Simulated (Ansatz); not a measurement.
An input meant for the cluster Ca2Te2 (charge 0, singlet).

```yaml
crystal:
  periodic: [false, false, false]
  atoms:
    - {symbol: Ca, position_ang: [-0.009482, -1.725898, -0.072124]}
    - {symbol: Ca, position_ang: [0.009605, 1.726066, 0.071851]}
    - {symbol: Te, position_ang: [-2.298480, 0.024015, -0.272692]}
    - {symbol: Te, position_ang: [2.298357, -0.024192, 0.272965]}
basis:
  gaussian: {orbitals: def2-TZVPD, final_grid: {core_spheres: 8, valence_spheres: 7, degree: 23}}
magnetization: {spin_polarized: true, initial_magnetization: 1}
hamiltonian: {xc: {name: wB97X-V}}
scf: {omitted_lower_state_checks: [starts]}
```

```sh
$ ansatz run in.yaml --threads 4 --pin off --events-out ev --progress --plain --max-ram 4787MiB
```

Shortened log:

```
Error: a molecule whose nuclei and cores have a total charge of 88 cannot have a net charge of 0 together with 1 unpaired electrons
```

**Question.** What is wrong with this run?

**Answer.** The number of unpaired electrons doesn't fit the electron count. The program refused the input.
